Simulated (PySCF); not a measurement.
AlGe: energy against distance

Set-up: basis Al x2c-SVPall, Ge x2c-SVPall; spin-free X2C with a Gaussian nucleus; PySCF 2.14. Energies in eV from Al + Ge in their ground configurations at the same level. State: ⁴Σ⁻ (quartet), unpaired electrons σ ↑, π ↑↑.

| R (Å) | UHF-SCS-MP2 |
| --- | --- |
| 2.121 | -1.380 |
| 2.219 | -1.750 |
| 2.318 | -1.950 |
| 2.392 | -2.019 |
| 2.466 | -2.037 |
| 2.540 | -2.017 |
| 2.639 | -1.946 |
| 2.762 | -1.809 |
| 2.910 | -1.608 |
| 3.107 | -1.317 |

Problem. Put a parabola through the three lowest points of the UHF-SCS-MP2 curve and estimate Re, k and ωe (reduced mass 19.77 u; 1 eV/Å² = 0.16022 mdyn/Å; ωe = 1302.8·√(k/μ) cm⁻¹).

Solution. Through R = 2.392, 2.466, 2.54 Å the second-order coefficient is 3.47 eV/Å², so Re ≈ 2.464 Å, k ≈ 1.11 mdyn/Å and ωe ≈ 309 cm⁻¹. A polynomial fit of higher order to the unrounded UHF-SCS-MP2 energies gives Re = 2.460 Å, k = 1.15 mdyn/Å, ωe = 315 cm⁻¹; anharmonicity and rounding make the difference.

The higher-order fit for each curve: UHF-SCS-MP2: Re = 2.460 Å, ωe = 315 cm⁻¹, De = 2.04 eV.

Correlated steps freeze 14 core orbitals. Correlated levels converge slowly with the basis: in double zeta they bind strong bonds too weakly, by up to about 1 eV, and carry superposition errors of some tenths. Spin–orbit coupling is left out. The state was picked by a PBE0 search and need not be the measured ground state.
